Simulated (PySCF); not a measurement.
PySCF input:

```python
from pyscf import gto, scf, dft

mol = gto.M(
    atom='''
    Si   -0.00000000   -0.00000000   -0.52250080
    N     0.00000000    0.00000000    1.04500159
    ''',
    basis='def2-tzvpd',
    charge=0,
    spin=1,
    symmetry='C2v',
    verbose=4,
)

mf = scf.UHF(mol).density_fit(auxbasis='def2-universal-jkfit')
mf.conv_tol = 1e-9
mf.max_cycle = 100
mf.max_memory = 1500
mf.kernel()
if not mf.converged:
    mf = mf.newton()
    mf.kernel(mf.make_rdm1())
mf.analyze()
```

**Question.** Predict the final energy.

**Answer.** -343.30112 Eh (HF/def2-TZVPD).

The determinant is spin-contaminated: <S^2> is 1.17 against 0.75 for a pure state.
